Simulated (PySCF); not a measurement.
Species: C₇H₈FO (doublet state).
Atom-mapped SMILES: `[CH2:1]=[CH:2][C:3](=[C:4][O:5][CH2:6][F:7])[CH:8]=[CH2:9]` (hydrogens: H10, H11 on C1; H12 on C2; H13, H14 on C6; H15 on C8; H16, H17 on C9)

Cartesian coordinates in Å at the GFN2-xTB level; atoms count from 1:
```
atom  x, y, z in Å
C1    -0.1241   -3.0281    0.5725
C2     0.4694   -1.8550    0.7613
C3     0.0105   -0.5758    0.2314
C4     0.6000    0.5407    0.6471
O5     0.2859    1.8338    0.5108
C6     1.3279    2.7425    0.5647
F7     1.6598    3.0121    1.8647
C8    -0.9792   -0.5652   -0.8593
C9    -1.7941    0.4420   -1.1385
H10   -1.0239   -3.1404   -0.0080
H11    0.2726   -3.9289    1.0076
H12    1.3484   -1.7954    1.3886
H13    0.9759    3.6815    0.1217
H14    2.2424    2.3748    0.0767
H15   -0.9832   -1.4607   -1.4660
H16   -2.4894    0.3896   -1.9598
H17   -1.8058    1.3446   -0.5522
```

The hyperfine couplings belong to this conformer and change with its torsions.

The calculation used PySCF 2.14.0, UKS B3LYP, pcH-1 on C F H O, non-relativistic, mean-field spin-orbit, GIAO. Geometry: GFN2-xTB, one conformer, isolated molecule. Couplings are sensitive to structure, and on GFN2-xTB geometries they can be far from those on DFT ones. The frame is twisted about the C3–C8 bond at this geometry (dihedral C2–C3–C8–H15 = -25°); couplings at other torsion angles weren't computed. The SCF solution wasn't tested for stability.

Principal values of hyperfine tensors in MHz (contact and dipolar terms together), for some of the nuclei:

| atom | isotope | A1 | A2 | A3 |
| --- | --- | --- | --- | --- |
| C4 | 13C | 318.04 | 336.64 | 520.05 |
| C8 | 13C | 35.42 | 36.62 | 51.11 |
| C6 | 13C | 28.75 | 29.56 | 34.88 |
| C2 | 13C | 28.04 | 29.37 | 34.63 |
| H15 | 1H | 7.51 | 9.68 | 14.85 |
| O5 | 17O | -58.04 | 15.16 | 16.94 |
| H16 | 1H | 2.48 | 2.96 | 7.12 |
| H17 | 1H | -0.97 | 2.26 | 7.03 |

Q: Split each tensor into its isotropic and traceless parts, and turn a_iso into mT with g = 2.0025.

A: a_iso is a third of the trace, T = A − a_iso, and a(mT) = a(MHz)/(g × 13.996).

| atom | a_iso (MHz) | a_iso (mT) | T1 | T2 | T3 |
| --- | --- | --- | --- | --- | --- |
| C4 | 391.58 | 13.971 | -73.54 | -54.93 | 128.47 |
| C8 | 41.05 | 1.465 | -5.63 | -4.43 | 10.06 |
| C6 | 31.06 | 1.108 | -2.32 | -1.50 | 3.82 |
| C2 | 30.68 | 1.095 | -2.64 | -1.31 | 3.95 |
| H15 | 10.68 | 0.381 | -3.17 | -1.00 | 4.17 |
| O5 | -8.64 | -0.308 | -49.39 | 23.81 | 25.59 |
| H16 | 4.19 | 0.149 | -1.71 | -1.23 | 2.93 |
| H17 | 2.77 | 0.099 | -3.74 | -0.52 | 4.26 |

Q: What spin density at the nucleus of C6 lies behind its contact coupling (g_N = 1.40482)?

A: a_FC = 800.24 MHz bohr³ × g_N × ρ(0)/(2S). With a_FC = 31.06 MHz and 2S = 1, ρ(0) = 0.02763 bohr⁻³.

Q: C3 (13C, g_N = 1.40482) isn't in the table. Its spin density at the nucleus is 0.03492 bohr⁻³. What is its contact coupling?

A: By the same relation, a_FC = 39.3 MHz. Its full tensor has the principal values 22.59, 34.33, 60.86 MHz.

Q: Which nucleus of the table has the largest anisotropic coupling, and what is its form?

A: C4: -73.5, -54.9, 128.5 MHz, rhombic: the two smaller values differ by 14 % of the largest.

Q: In a single crystal, with the field along each principal axis of the tensor of C8 in turn, what first-order splitting does this nucleus give (isotropic g, quadrupole terms neglected)?

A: 2 lines (I = 1/2), spaced by |A_i|/(g × 13.996): 1.26, 1.31, 1.82 mT along the axes of A1, A2 and A3.
